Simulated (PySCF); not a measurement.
An unknown is described by computed data only.

Formula: C4H4O2S.

- Dipole: 5.32 D [CAM-B3LYP/def2-SVPD]
- Rotational structure: rotational constants A, B, C: 4.270, 2.225, 2.075 GHz [PBE0-D3(BJ)/def2-SVP]
- Triplet: lowest triplet excitation (Tamm–Dancoff): 2.64 eV [TDA CAM-B3LYP/def2-SVPD]
- NMR, other nuclei: isotropic shieldings of nuclei other than C and H, by class: 158 (2 O), 157 (1 S) ppm [GIAO PBE0/pcSseg-1]
- Polarisability: 67.9 au [CAM-B3LYP/def2-SVPD]
- UV, strongest line: among the 10 lowest singlet transitions: S3 at 5.69 eV (218 nm, f = 0.063) [TDDFT CAM-B3LYP/def2-SVPD]
- 13C NMR: chemical shifts (computed TMS as zero) by class: 143.0 (2 C), 132.8 (2 C) ppm [GIAO PBE0/pcSseg-1]
- Valence photoelectron: vertical ionisation energy: 9.99 eV [ΔSCF CAM-B3LYP/def2-SVPD]

Electronic properties: PySCF, gas phase, density fitting. Levels stand in brackets. Geometry: PBE0-D3(BJ)/def2-SVP; no solvent, vibrations or thermal averaging. Each NMR value is the plain mean over a class of atoms that symmetry, rotation or inversion makes alike.

Question: Propose a structure and show how it fits.

Answer: Numbering: `[O:1]=[S:2]1(=[O:3])[CH:4]=[CH:5][CH:6]=[CH:7]1`. 4 carbons fall into 2 classes; from least to most shielded: alkene CH carbon [C4/C7] (143.0 ppm, 2 C), alkene CH carbon [C5/C6] (132.8 ppm, 2 C). The other shieldings belong to: 158 ppm, sulfonyl oxygen [O1/O3]; 157 ppm, sulfonyl sulfur [S2]. The first electron is taken from the HOMO, whose largest Löwdin shares are 0.24 on an alkene CH carbon, 0.23 on an alkene CH carbon and 0.16 on each of 2 atoms of one kind (alkene CH carbon). The optimised geometry has point group C2v and is an asymmetric top. Structure: `O=S1(=O)C=CC=C1`. The assignments are read from this structure; whether some other isomer fits the data as well wasn't checked.
